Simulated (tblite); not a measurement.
All values are computed: GFN2-xTB (tblite) harmonic vibrations without scaling, gas phase. Errors from tens to a few hundred cm⁻¹ against measured bands are possible. Modes of hydrogen on silicon can be 10 to 20 % off. One conformer each. Thermal functions are those of the rigid rotor and harmonic oscillator, without mixing of conformers.

Question: Order these by their ideal-gas entropy at 298.15 K and 1 bar, highest first (cal/(mol K)).
A. `C=C[C@@H]1CC(=O)[SiH2]N1`
B. `C=CCC[SiH](N)N`
C. `C=C(O[SiH2][SiH3])OC(F)F`
D. `[C@H]1([C@H](NC)CC1)N[SiH2]F`
E. `CN[C@@H]1CCN[SiH2]1`

Answer: C (113.0), D (107.4), B (100.8), A (92.0), E (89.4).

```json
{"SMILES": "C=C(O[SiH2][SiH3])OC(F)F", "atoms": "17", "mass (u)": "170.00", "symmetry number": "1", "modes under 300 cm⁻¹": "8", "ZPE (kcal/mol)": "64.0", "S translation (cal/(mol K))": "41.3", "S rotation": "30.4", "S vibration": "41.3", "S": "113.0", "Cp": "45.5"}
{"SMILES": "CN[C@@H]1CC[C@@H]1N[SiH2]F", "atoms": "22", "mass (u)": "148.08", "symmetry number": "1", "modes under 300 cm⁻¹": "8", "ZPE (kcal/mol)": "112.3", "S translation (cal/(mol K))": "40.9", "S rotation": "30.0", "S vibration": "36.5", "S": "107.4", "Cp": "42.5"}
{"SMILES": "C=CCC[SiH](N)N", "atoms": "19", "mass (u)": "116.08", "symmetry number": "1", "modes under 300 cm⁻¹": "9", "ZPE (kcal/mol)": "98.5", "S translation (cal/(mol K))": "40.2", "S rotation": "28.4", "S vibration": "32.2", "S": "100.8", "Cp": "40.1"}
{"SMILES": "C=C[C@@H]1CC(=O)[SiH2]N1", "atoms": "17", "mass (u)": "127.05", "symmetry number": "1", "modes under 300 cm⁻¹": "4", "ZPE (kcal/mol)": "80.3", "S translation (cal/(mol K))": "40.5", "S rotation": "28.6", "S vibration": "22.9", "S": "92.0", "Cp": "36.0"}
{"SMILES": "CN[C@@H]1CCN[SiH2]1", "atoms": "19", "mass (u)": "116.08", "symmetry number": "1", "modes under 300 cm⁻¹": "5", "ZPE (kcal/mol)": "99.9", "S translation (cal/(mol K))": "40.2", "S rotation": "28.1", "S vibration": "21.1", "S": "89.4", "Cp": "34.9"}
```

Entropies and Cp are for 298.15 K and 1 bar.
